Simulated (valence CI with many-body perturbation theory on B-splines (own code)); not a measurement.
## Missing levels of Ho⁵⁴⁺

Level of theory: relativistic CI+MBPT: three valence electrons over a frozen Dirac-Fock core [Ne], a basis of 11 s, 11 p, 9 d, 7 f, 5 g, 2 h, 1 i functions for each j, with the one-electron correlation potential Σ1 (screened to all orders), the two-electron term Σ2, the three-electron term Σ3, Breit, model QED; selected single and double excitations, second order for the rest (own B-spline code, finite nucleus).

The last digits are not significant, and no measured levels were compared; by estimate large intervals hold to a few tenths of a per cent, small ones and those within an open d or f shell to about a per cent.

```tsv
Level	E (eV)
(3s^2 3p1/2) J=1/2	0.00
(3s 3p1/2^2) J=1/2	142.69
(3s^2 3p3/2) J=3/2	?
(3s 3p1/2 3p3/2) J=3/2 [a]	?
(3s 3p1/2 3p3/2) J=5/2	359.47
(3s 3p1/2 3p3/2) J=3/2 [b]	?
(3s 3p1/2 3p3/2) J=1/2	387.63
(3s^2 3d3/2) J=3/2	432.30
(3s^2 3d5/2) J=5/2	?
(3p1/2^2 3p3/2) J=3/2	?
(3s 3p1/2 3d3/2) J=3/2 [a]	533.82
(3s 3p1/2 3d3/2) J=5/2	545.19
(3s 3p1/2 3d3/2) J=1/2	568.25
(3s 3p1/2 3d3/2) J=3/2 [b]	572.68
(3s 3p3/2^2) J=5/2	582.81
(3s 3p1/2 3d5/2) J=5/2 [a]	597.37
(3s 3p1/2 3d5/2) J=7/2	608.77
(3s 3p3/2^2) J=1/2	614.92
(3s 3p1/2 3d5/2) J=5/2 [b]	?
(3s 3p3/2^2) J=3/2	620.93
```

Levels are named by their leading jj configuration (3d3/2^4 stands for four electrons in 3d with j = 3/2), which in mixed levels can hold well under half, so a name can repeat and another be missing. Letters in brackets count levels of one name in rising energy.

Task: The levels stand in rising order. What does the calculation give for the missing energies?

Result: (3s^2 3p3/2) J=3/2 226.96; (3s 3p1/2 3p3/2) J=3/2 [a] 343.81; (3s 3p1/2 3p3/2) J=3/2 [b] 378.86; (3s^2 3d5/2) J=5/2 476.42; (3p1/2^2 3p3/2) J=3/2 520.25; (3s 3p1/2 3d5/2) J=5/2 [b] 618.25.
